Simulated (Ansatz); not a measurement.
Cartesian coordinates in Å:
```
C 1.343 -1.384 1.620
C 0.445 -1.205 0.645
B 0.123 0.198 0.098
C -0.904 0.456 -1.021
C -1.155 1.693 -1.464
H 1.869 -0.535 2.050
H 1.590 -2.361 2.026
H -0.053 -2.091 0.250
H 0.702 1.141 0.569
H -1.454 -0.365 -1.480
H -0.634 2.548 -1.042
H -1.874 1.905 -2.251
```

Total charge 0; spin multiplicity 1.

Problem. List the ωB97M-V/def2-TZVPP orbital energies in eV (the Gaussian-basis code of Ansatz). (Best estimate.)

Solution. Ansatz gave: Occupied: -281.85, -281.85, -280.96, -280.96, -187.32, -24.30, -24.03, -19.44, -18.34, -16.59, -15.65, -14.80, -13.33, -13.26, -11.26, -11.15, -10.99, -10.02. Lowest empty: -0.11, 2.61, 2.72, 3.10, 3.39, 3.51, 4.02, 4.46.
